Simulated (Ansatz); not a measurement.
Mulliken charges of CH₄GaO, SMILES `C[O][GaH]` radical from PBE/def2-TZVPP in Ansatz (PBE0-D4/def2-TZVP geometry).

```tsv
atom	x (Å)	y (Å)	z (Å)	charge (e)
C1	-0.580	0.844	-0.069	-0.110
O2	0.331	-0.105	0.414	-0.301
Ga3	0.840	-1.652	-0.330	0.183
H4	-1.019	0.568	-1.036	0.075
H5	-0.082	1.812	-0.190	0.094
H6	-1.399	0.973	0.647	0.094
H7	1.909	-2.440	0.564	-0.035
```

By hand: the dipole of these point charges (1 e Å = 4.8032 D).

Σ q r = (-0.165, 0.026, -0.232) e Å, of length 0.286 e Å = 1.37 D.

How does the dipole of the full density compare? (Best estimate.)

Ansatz gave: (-0.123, 0.008, -0.186) e Å, 1.07 D; the point charges give 1.28 times that, at 4° from its direction.

Point charges leave out the atoms' own dipoles, such as those of lone pairs, and Mulliken's split depends on the basis, so the two needn't agree.
